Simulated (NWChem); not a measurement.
System: C₄H₄BrF; SMILES C#C[C@@H](F)CBr

Output (shortened):

```
             Northwest Computational Chemistry Package (NWChem) 7.3.0
             --------------------------------------------------------

                             Geometry "geometry" -> ""
                             -------------------------

 Output coordinates in angstroms (scale by  1.889725989 to convert to a.u.)

  No.       Tag          Charge          X              Y              Z
 ---- ---------------- ---------- -------------- -------------- --------------
    1 C                    6.0000    -0.77309100    -3.57006800    -0.02845500
    2 C                    6.0000    -0.29044700    -2.47325700     0.13744000
    3 C                    6.0000     0.26518600    -1.13321500     0.34005400
    4 F                    9.0000     1.56919700    -1.08924400    -0.07834900
    5 C                    6.0000    -0.55418400    -0.11072300    -0.42699200
    6 Br                  35.0000     0.05369000     1.69496000    -0.09210600
    7 H                    1.0000    -1.19328400    -4.54887000    -0.17426300
    8 H                    1.0000     0.24664800    -0.89057700     1.41792200
    9 H                    1.0000    -0.46616000    -0.29150300    -1.50610100
   10 H                    1.0000    -1.60894600    -0.16359700    -0.13023100

 Effective nuclear repulsion energy (a.u.)     368.7055727862

                                 NWChem DFT Module
                                 -----------------

 Summary of "ao basis" -> "ao basis" (spherical)
 ------------------------------------------------------------------------------
       Tag                 Description            Shells   Functions and Types
 ---------------- ------------------------------  ------  ---------------------
 C                          def2-svp                 6       14   3s2p1d
 F                          def2-svp                 6       14   3s2p1d
 Br                         def2-svp                12       32   5s4p3d
 H                          def2-svp                 3        5   2s1p

 in cosmo_initialize ...
 calling solv_data for solv:octanol

 solvent parameters
 solvname_short: octanol
 solvname_long:  1-octanol
 dielec:        9.8629
 dielecinf:     2.0435
 nonaqueous SMD model solvent descriptors
 dielec:        9.8629
 sola:          0.3700
 solb:          0.4800
 solc:          0.0000
 solg:         39.0100
 solh:          0.0000
 soln:          1.4295

          ---------------
          -cosmo- solvent
          ---------------
 Cosmo: York-Karplus, doi: 10.1021/jp992097l
 dielectric constant -eps-     =   9.86
 screen = (eps-1)/(eps    )    =   0.89861
 surface charge correction     = lagrangian

   van der Waals surface
 --------------------------

 ---------- ATOMIC COORDINATES (A.U.) ------------ VDWR(ANG.) --
     1   -1.46093015   -6.74645028   -0.05377215     1.850
     2   -0.54886524   -4.67377803    0.25972394     1.850
     3    0.50112888   -2.14146584    0.64260888     1.850
     4    2.96535235   -2.05837269   -0.14805814     1.730
     5   -1.04725591   -0.20923613   -0.80689788     1.850
     6    0.10145939    3.20300996   -0.17405510     3.060
     7   -2.25497979   -8.59611786   -0.32930932     1.200
     8    0.46609714   -1.68294650    2.67948405     1.200
     9   -0.88091467   -0.55086079   -2.84611820     1.200
    10   -3.04046707   -0.30915350   -0.24610091     1.200
 number of segments per atom =        128
 number of   points per atom =        128
 atom (   nspa,  nppa )
 ----------------------
    1 (     82,     0 )       0
    2 (     52,     0 )       0
    3 (     14,     0 )       0
    4 (     64,     0 )       0
    5 (     16,     0 )       0
    6 (    105,     0 )       0
    7 (     53,     0 )       0
    8 (     40,     0 )       0
    9 (     38,     0 )       0
   10 (     38,     0 )       0
 number of -cosmo- surface points =      502
 molecular surface =    172.230 angstrom**2
 molecular volume  =    176.144 angstrom**3
 -lineq- algorithm             =   0
 -bem- low  level              =   3
 -bem- from -octahedral-
 gaussian surface charge width =   4.50000
 degree of switching           =   1.00000
 switching function tolerance  =   0.00010
 atomic radii =
 --------------
    1  6.000  1.850
    2  6.000  1.850
    3  6.000  1.850
    4  9.000  1.730
    5  6.000  1.850
    6 35.000  3.060
    7  1.000  1.200
    8  1.000  1.200
    9  1.000  1.200
   10  1.000  1.200
 ...... end of -cosmo- initialization ......

 nat:                    10
 ixmem:                  5529
 calling mnsol_interface()
 G(SMD-CDS) energy (kcal/mol)  =    -0.201
 SMD-CDS SASA (angstrom**2)    =   161.135

            General Information
            -------------------
          SCF calculation type: DFT
          Wavefunction type:  closed shell.
          No. of atoms     :    10
          No. of electrons :    72
           Alpha electrons :    36
            Beta electrons :    36
          Charge           :     0
          Spin multiplicity:     1
          Use of symmetry is: off; symmetry adaption is: off
          Maximum number of iterations: 150
          AO basis - number of functions:   122
                     number of shells:    54
          Convergence on energy requested:  1.00D-06
          Convergence on density requested:  1.00D-05
          Convergence on gradient requested:  5.00D-04

              XC Information
              --------------
                       M06-2X Method XC Functional
                     Hartree-Fock (Exact) Exchange  0.540
                        M06-2X Exchange Functional  1.000
                      M06-2X Correlation Potential  1.000

             Grid Information
             ----------------
          Grid used for XC integration:  medium
          Radial quadrature: Mura-Knowles
          Angular quadrature: Lebedev.
          Tag              B.-S. Rad. Rad. Pts. Rad. Cut. Ang. Pts.
          ---              ---------- --------- --------- ---------
          C                   0.70       49          12.0       434
          F                   0.50       49          11.0       434
          Br                  1.15      112          14.0       590
          H                   0.35       45          14.0       434
          Grid pruning is: on
          Number of quadrature shells:   537
          Spatial weights used:  Erf1

      Superposition of Atomic Density Guess
      -------------------------------------

 Sum of atomic energies:       -2823.87467804

      Non-variational initial energy
      ------------------------------

 Total energy =   -2826.600566
 1-e energy   =   -4658.840113
 2-e energy   =    1463.533974
 HOMO         =      -0.325727
 LUMO         =       0.009959

   convergence    iter        energy       DeltaE   RMS-Dens  Diis-err
 ---------------- ----- ----------------- --------- --------- ---------
     COSMO gas phase
 d= 0,ls=0.0,diis     1  -2828.0849929559 -3.20D+03  1.28D-02  7.73D-01
 d= 0,ls=0.0,diis     2  -2828.0946622542 -9.67D-03  6.21D-03  8.19D-01
 d= 0,ls=0.0,diis     3  -2828.1776096675 -8.29D-02  1.39D-03  3.28D-02
 d= 0,ls=0.0,diis     4  -2828.1797666866 -2.16D-03  6.05D-04  1.42D-02
 d= 0,ls=0.0,diis     5  -2828.1814699684 -1.70D-03  1.46D-04  4.62D-04
  Resetting Diis
 d= 0,ls=0.0,diis     6  -2828.1815172678 -4.73D-05  3.81D-05  2.25D-05
 d= 0,ls=0.0,diis     7  -2828.1815200715 -2.80D-06  1.52D-05  8.70D-07
 d= 0,ls=0.0,diis     8  -2828.1815201158 -4.43D-08  5.60D-06  6.73D-07

   convergence    iter        energy       DeltaE   RMS-Dens  Diis-err
 ---------------- ----- ----------------- --------- --------- ---------
     COSMO solvation phase
 d= 0,ls=0.0,diis     1  -2828.1901673602 -8.65D-03  1.78D-03  3.36D-03
 d= 0,ls=0.0,diis     2  -2828.1910833705 -9.16D-04  3.58D-04  7.43D-04
 d= 0,ls=0.0,diis     3  -2828.1911511966 -6.78D-05  1.32D-04  2.55D-04
 d= 0,ls=0.0,diis     4  -2828.1911780884 -2.69D-05  3.53D-05  1.03D-05
 d= 0,ls=0.0,diis     5  -2828.1911794295 -1.34D-06  6.96D-06  3.96D-07
 d= 0,ls=0.0,diis     6  -2828.1911794917 -6.23D-08  2.06D-06  3.07D-08

         Total DFT energy =    -2828.191179491749
      One electron energy =    -4663.047308156073
           Coulomb energy =     1591.093339877151
    Exchange-Corr. energy =     -124.900043922752
 Nuclear repulsion energy =      368.705572786215

             COSMO energy =       -0.042740076289

 Numeric. integr. density =       72.000001909255

                                COSMO-SMD solvation results
                                ---------------------------

             internal energy in gas <Psi(g)|H|Psi(g)> =     -2828.181520115809
         internal energy in solvent <Psi(s)|H|Psi(s)> =     -2828.180352405966
                               delta internal energy  =         0.001167709842 (    0.73 kcal/mol)
   total free energy in solvent <Psi(s)|H+V/2|Psi(s)> =     -2828.190859275857
 polarization energy contribution <Psi(s)|V/2|Psi(s)> =        -0.010506869890 (   -6.59 kcal/mol)
    total free energy in solvent including G(SMD-CDS) =     -2828.191179491749
                       G(SMD-CDS) energy contribution =        -0.000320215892 (   -0.20 kcal/mol)
     1 M fixed-concentration free energy of solvation =        -0.009659375940 (   -6.06 kcal/mol)

                       DFT Final Molecular Orbital Analysis
                       ------------------------------------

 Vector   34  Occ=2.000000D+00  E=-3.555061D-01
              MO Center= -4.0D-01, -2.2D+00,  8.4D-02, r^2= 4.4D+00
   Bfn.  Coefficient  Atom+Function         Bfn.  Coefficient  Atom+Function
  ----- ------------  ---------------      ----- ------------  ---------------
     6      0.375033   1 C  pz               20      0.358560   2 C  pz
     9      0.226453   1 C  pz               23      0.223001   2 C  pz
    85      0.189958   6 Br px               82      0.167024   6 Br px
   108     -0.148457   8 H  s                87      0.128683   6 Br pz
    84      0.115137   6 Br pz               34     -0.111202   3 C  pz

 Vector   35  Occ=2.000000D+00  E=-3.389504D-01
              MO Center= -5.7D-02,  7.7D-01, -7.9D-02, r^2= 4.5D+00
   Bfn.  Coefficient  Atom+Function         Bfn.  Coefficient  Atom+Function
  ----- ------------  ---------------      ----- ------------  ---------------
    87      0.385073   6 Br pz               85      0.336260   6 Br px
    84      0.323759   6 Br pz               82      0.284086   6 Br px
    86     -0.217228   6 Br py               81     -0.215311   6 Br pz
    79     -0.188872   6 Br px               31     -0.184889   3 C  s
    83     -0.176708   6 Br py               22      0.127231   2 C  py

 Vector   36  Occ=2.000000D+00  E=-3.378881D-01
              MO Center= -2.6D-02,  1.5D+00, -1.3D-01, r^2= 2.2D+00
   Bfn.  Coefficient  Atom+Function         Bfn.  Coefficient  Atom+Function
  ----- ------------  ---------------      ----- ------------  ---------------
    85      0.433827   6 Br px               87     -0.425172   6 Br pz
    82      0.364093   6 Br px               84     -0.356427   6 Br pz
    79     -0.242008   6 Br px               81      0.236970   6 Br pz
   118      0.130884  10 H  s               113     -0.116411   9 H  s
    62      0.096457   5 C  pz               60     -0.093576   5 C  px

 Vector   37  Occ=0.000000D+00  E= 2.870857D-02
              MO Center= -2.7D-01, -5.3D-01, -8.0D-02, r^2= 6.2D+00
   Bfn.  Coefficient  Atom+Function         Bfn.  Coefficient  Atom+Function
  ----- ------------  ---------------      ----- ------------  ---------------
    59      1.066385   5 C  s                86      0.725492   6 Br py
    75     -0.484226   6 Br s                64      0.425813   5 C  py
     7     -0.343486   1 C  px               61      0.259584   5 C  py
   114     -0.250654   9 H  s                63      0.240313   5 C  px
   109     -0.239363   8 H  s                83      0.233531   6 Br py

 Vector   38  Occ=0.000000D+00  E= 5.354125D-02
              MO Center= -3.0D-01, -2.4D+00,  1.2D-01, r^2= 3.9D+00
   Bfn.  Coefficient  Atom+Function         Bfn.  Coefficient  Atom+Function
  ----- ------------  ---------------      ----- ------------  ---------------
    59     -0.484766   5 C  s               109      0.481054   8 H  s
     9      0.471873   1 C  pz               21      0.427057   2 C  px
    23     -0.358945   2 C  pz                7     -0.347525   1 C  px
    35      0.345735   3 C  px               31     -0.292584   3 C  s
     6      0.275191   1 C  pz               45     -0.276120   4 F  s

 Vector   39  Occ=0.000000D+00  E= 9.507850D-02
              MO Center= -4.8D-01, -1.6D+00, -4.2D-02, r^2= 5.8D+00
   Bfn.  Coefficient  Atom+Function         Bfn.  Coefficient  Atom+Function
  ----- ------------  ---------------      ----- ------------  ---------------
    64      0.633218   5 C  py               23     -0.514341   2 C  pz
    59      0.503218   5 C  s                86      0.498090   6 Br py
     9      0.494242   1 C  pz              119     -0.470123  10 H  s
    75     -0.383933   6 Br s                31      0.345298   3 C  s
    61      0.343527   5 C  py               21     -0.303342   2 C  px

     Multipole analysis of the density
     ---------------------------------

     L   x y z        total         alpha         beta         nuclear
     -   - - -        -----         -----         ----         -------
     0   0 0 0     -0.000000    -36.000000    -36.000000     72.000000

     1   1 0 0     -1.079575     -5.136513     -5.136513      9.193451
     1   0 1 0     -0.820408     -0.317871     -0.317871     -0.184666
     1   0 0 1      0.075450      3.995985      3.995985     -7.916519

     2   2 0 0    -36.095210    -76.809317    -76.809317    117.523423
     2   1 1 0      4.025349    -20.921759    -20.921759     45.868867
     2   1 0 1      0.826648     -3.234588     -3.234588      7.295824
     2   0 2 0    -30.626148   -468.444022   -468.444022    906.261895
     2   0 1 1      0.482526     14.818718     14.818718    -29.154909
     2   0 0 2    -34.138518    -28.825722    -28.825722     23.512926
```

Level: M06-2X/def2-SVP, SMD on the gas-phase geometry. Structure relaxed at the PBE0/def2-SVP level. Solvent: 1-octanol.

### Question
Reconstruct the input file.

### Answer
This is not unique; one that fits is the input that was run:
```
start job
memory heap 200 mb stack 900 mb global 1100 mb
geometry units angstroms noautosym nocenter noautoz
  C     -0.773091    -3.570068    -0.028455
  C     -0.290447    -2.473257     0.137440
  C      0.265186    -1.133215     0.340054
  F      1.569197    -1.089244    -0.078349
  C     -0.554184    -0.110723    -0.426992
  Br     0.053690     1.694960    -0.092106
  H     -1.193284    -4.548870    -0.174263
  H      0.246648    -0.890577     1.417922
  H     -0.466160    -0.291503    -1.506101
  H     -1.608946    -0.163597    -0.130231
end
basis spherical
  C library def2-svp
  F library def2-svp
  Br library def2-svp
  H library def2-svp
end
dft
  xc m06-2x
  iterations 150
end
cosmo
  do_cosmo_smd true
  solvent octanol
end
task dft energy
```
